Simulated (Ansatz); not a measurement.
Z-matrix (Å, degrees):
```
Al
B 1 2.135
F 1 1.650 2 147.5
B 1 2.122 2 67.7 3 180.0
O 2 1.386 1 88.1 3 -180.0
H 2 1.195 1 153.9 3 0.0
S 4 1.777 1 150.0 2 180.0
H 7 1.349 4 97.8 1 -180.0
```

Charge 0, multiplicity 1.

(1) List the ωB97M-V/def2-TZVPP orbital energies in eV (Ansatz 0.2.0). (Best estimate.)

## Answers

(1) The calculation gave: Occupied: -2427.14, -1532.44, -676.77, -527.41, -221.16, -189.26, -188.85, -164.26, -164.16, -164.12, -117.02, -76.67, -76.51, -76.49, -34.91, -32.09, -23.77, -18.78, -16.75, -15.51, -15.11, -14.45, -14.31, -14.28, -14.04, -12.19, -10.45, -10.38, -8.90. Lowest empty: -0.45, 0.54, 1.33, 2.17, 2.33, 2.62, 3.12, 3.48.
